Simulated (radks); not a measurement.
Problem. All-electron calculation, scalar-relativistic Kohn-Sham, PBEsol, spin-polarised, spherical densities, finite nucleus; open shells are filled with parallel spins first; Fermi nuclear charge, rms radius of each element as measured or else 0.836 A^(1/3) + 0.57 fm. Program: a radial shooting solver on a logarithmic mesh with Libxc functionals. Each species is in its NIST ground configuration. Rank Fe2+, Kr2+, Br2+, As2+, Ti2+, Sc2+, V2+, Se2+, Ge2+, Ni2+, Zn2+, Ga2+, Cu2+, Cr2+, Mn2+, Ca2+, K2+, Co2+ by radius at which the density is 0.001 e/bohr^3 (bohr), largest first.

Solution. Se2+ 3.56, As2+ 3.55, Br2+ 3.51, Kr2+ 3.47, Ge2+ 3.40, Ga2+ 3.28, Ti2+ 3.13, V2+ 3.12, Sc2+ 3.10, Cr2+ 3.09, K2+ 3.08, Mn2+ 3.04, Fe2+ 3.03, Co2+ 3.00, Ca2+ 2.98, Ni2+ 2.96, Cu2+ 2.92, Zn2+ 2.88.
